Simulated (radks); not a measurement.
Values are calculated unless marked as measured or tabulated.
Spherical quantum dot in the effective-mass picture: electrons in a hard-walled sphere of radius 1.53, all in effective atomic units (hartree* = m*/eps^2 hartree, bohr* = eps/m* bohr), one dielectric constant everywhere. Level of theory: non-relativistic Kohn-Sham, r2SCAN, spin-polarised, spherical densities, generalised Kohn-Sham scheme (a radial shooting solver with Libxc functionals). Levels are named by radial order and angular momentum (1s, 1p, 1d, 2s, ...), and open shells are averaged over m.

N = 13, configuration 1s2 1p6 1d(up 5, down 0). This is the lowest configuration that the search found. Occupied and some empty levels:

level    occupation  eigenvalue (hartree*)  <r> (bohr*)
1s up             1                 13.497       0.8809
1s down           1                 13.736       0.8678
1p up             3                 15.165       0.9717
1p down           3                 15.481       0.9663
1d up             5                 17.621        1.033
1d down           0                 17.989        1.032
2s up             0                 20.185       0.7227
2s down           0                 20.364       0.7339
1f up             0                 20.754        1.079
1f down           0                 21.157        1.079
2p up             0                 24.343       0.8127
2p down           0                 24.554       0.8141

Energy (hartree*): total 133.507, kinetic 67.593, external 0, Hartree 78.212, exchange-correlation -12.298.
